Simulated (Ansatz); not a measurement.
HgI2 (SMILES [I][Hg][I]), singlet, at a GFN2-xTB geometry (such geometries of metal compounds can be far from the true shape) (core potentials on Hg, I). Base run: B3LYP/def2-SVP run with Ansatz (an electronic-structure program).

Ansatz was given this input:
Ansatz 0.2 input:
```yaml
crystal:
  periodic: [false, false, false]
  atoms:
    - {symbol: Hg, position_ang: [0.00000000, 0.00000000, 0.00000000]}
    - {symbol: I, position_ang: [0.00000000, 0.00000000, 2.59145947]}
    - {symbol: I, position_ang: [-0.00000000, -0.00000000, -2.59145947]}
basis:
  gaussian:
    orbitals: def2-SVP
hamiltonian:
  xc: b3lyp
```

Variants of this job, named by their change:

| change | ΔE vs base (µEh) |
|---|---|
| base | 0.0 |
| accuracy = high | -0.8 |
| point_charge = charge:0.5 position_ang:1.2872, -2.4434, 4.8618 | -3480 |
| forces = on | 0.0 |
| fitting.mean_field = def2-universal-JKFIT | 5.5 |
| final_grid = 10, 20, 41 | 0.3 |
| final_grid = 4, 8, 17 | -41.5 |
| final_grid = 14, 28, 59 | 0.6 |
| lower_state_search = full | 0.0 |
| nuclear_model = gaussian | 0.0 |
| lower_state_search = light | 0.0 |
